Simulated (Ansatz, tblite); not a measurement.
Cost and result up the ladder for CdSe₂⁻ (the lowest doublet isomer of a short search) (3 atoms). Charge -1, multiplicity 2. Geometry: PBE0-D4/def2-TZVPD.

Cartesian coordinates in Å:
```
Cd 0.0000 0.0000 0.0000
Se -0.1278 -2.1331 1.1242
Se 0.1278 2.1331 -1.1242
```

Ansatz on 4 threads of Arm Neoverse V1 on a shared host; xTB runs through tblite on one thread. Times are rough, summed over both states, and most runs start from the orbitals of an earlier one. PBE0-D4/def2-TZVPD serves as the yardstick here, not as an exact answer. The other state is a triplet.

In the def2 sets Cd takes a core potential; there is no spin–orbit coupling. The xTB rows come from tblite. HOMO above LUMO, or a gap near zero within one spin, warns that the state may not be the lowest or that an electron is smeared out. The structure comes from a short search, and lower isomers may exist.

Raw xTB energies of ions are shifted by several eV, and xTB has no spin-polarisation term.

| level | functions | wall time | vertical IE (eV) | difference from PBE0-D4/def2-TZVPD (eV) | remarks |
| --- | --- | --- | --- | --- | --- |
| GFN2-xTB | 22 | 0.004 s | 8.58 | 5.47 | – |
| PBE-D4/def2-TZVPD | 154 | 8.5 s | 3.21 | 0.10 | gap within one spin near zero (-1 doublet) |
| PBE0-D4/def2-TZVPD | 154 | 19 s | 3.11 | 0.00 | – |
| r2SCAN-D4/def2-TZVPD | 154 | 19 s | 3.26 | 0.15 | – |
